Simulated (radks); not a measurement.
Q: Coulomb parameter of the 3d shell of the copper ion Cu+ in the model configuration [Ar] 3d8.5 4s1.5, as a second difference U = [E(n + 0.5) + E(n - 0.5) - 2 E(n)] / (0.5)^2 with all orbitals relaxed. "Bare": the charge of the atom changes with n. "Screened": the 4s shell takes up the change at fixed total charge, which measures U(3d,3d) + U(4s,4s) - 2 U(3d,4s). Calculated with a radial shooting solver on a logarithmic mesh with Libxc functionals: Dirac Kohn-Sham, PBE, spin-unpolarised, spherical densities, finite nucleus; open shells are shared between the two j in proportion to 2j + 1; Fermi nuclear charge, rms radius 3.8823 fm. Estimate both.

A: U(bare) = 16.706 eV, U(screened by 4s) = 4.467 eV.
